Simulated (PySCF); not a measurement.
**Structure revision by computed shifts**

A compound C7H8 gives the data below (simulated from a calculation) and was assigned the structure `C#CC#CCCC`.

¹³C{¹H} NMR (computed): δ 148.1 (CH), 121.0 (CH2), 89.5 (C), 73.1 (CH), 27.4 (CH), 19.5 (CH2), 10.5 (CH).

¹H NMR (300 MHz, computed): δ 5.95 (m, 1H), 5.57 (d, J = 17.8 Hz, 1H), 5.43 (d, J = 11.8 Hz, 1H), 1.71 (m, 1H), 1.55 (m, 1H), 1.24 (m, 1H), 1.11 (m, 1H), 0.59 (m, 1H).

How the numbers were obtained: geometry: GFN2-xTB, B3LYP/pcJ-1 coupling constants (without the spin–dipole term), shieldings: GIAO PBE0/pcSseg-1, in PySCF 2.14 (no solvent, a single conformation, non-relativistic Hamiltonian).

Referencing at the same level of theory: ¹H, ¹³C vs TMS.

Q: Compare with the shifts computed for the proposed structure, pairing carbons in order of shift.

A: Numbering as in the mapped SMILES `[CH:1]#[C:2][C:3]#[C:4][CH2:5][CH2:6][CH3:7]`. Each H is labelled by its parent atom.

| atom | computed for proposal | given list | difference |
| --- | --- | --- | --- |
| C4 | 83.1 | 148.1 | -65.0 |
| C3 | 74.4 | 121.0 | -46.6 |
| C2 | 74.4 | 89.5 | -15.1 |
| C1 | 70.7 | 73.1 | -2.4 |
| C6 | 26.3 | 27.4 | -1.1 |
| C5 | 23.5 | 19.5 | +4.0 |
| C7 | 15.5 | 10.5 | +5.0 |

The rms difference is 30.9 ppm and the largest -65.0 ppm at C4 (alkyne carbon). The carbon types in order of shift don't match either: C, C, C, CH, CH2, CH2, CH3 for the proposal against CH, CH2, C, CH, CH, CH2, CH in the data. The proposal doesn't fit.

Q: Which isomer fits?

A: SMILES C=C[C@@H]1[C@H](C#C)C1.

Carbon types of the structure: 1 × C, 4 × CH, 2 × CH2, which accounts for all hydrogens. δC 148.1: alkene CH; the olefinic region. δC 121.0: terminal =CH2 carbon; as expected for a trigonal carbon in a double bond. δC 89.5: alkyne carbon; the triple bond shields along its axis, which puts it between sp3 and sp2 carbons. δC 73.1: terminal alkyne carbon; sp carbons lie upfield of alkene carbons because the cylindrical π system leaves one tensor component strongly shielded. The protons at 5.95 and 5.57 share a coupling of 17.8 Hz (vicinal, trans across C=C). The protons at 5.95 and 5.43 share a coupling of 11.8 Hz (vicinal, cis across C=C). The protons at 1.71 and 1.11 share a coupling of 9.5 Hz (vicinal). The protons at 1.71 and 1.55 share a coupling of 9.2 Hz (vicinal).

Other isomers checked: C1=CC2(C=C1)CC2 (rms 32.1 ppm); CC#C[C@@H]1[C@H]2C[C@@H]12 (rms 41.3 ppm).

This is the structure that produced the data.

Splittings below 1 Hz are ignored in the labels, and close J values are merged. Unscaled 3J(H,H) at this level run about 10 % above measured values. Shifts are as computed. Against solution values, carbons near 30 ppm lie about +3 ppm off and those near 130 ppm about +5 ppm. Of 1211 compounds with measured shifts, 218 miss one by over three times the rms of a fit or turn the order of signals round; such compounds aren't used in these exercises. Couplings across =CH–CH2 type bonds come from one rotamer and its mirror image, and can be 1–2 Hz further off. Only one conformer was computed, so three-bond couplings in flexible chains and rings are approximate.
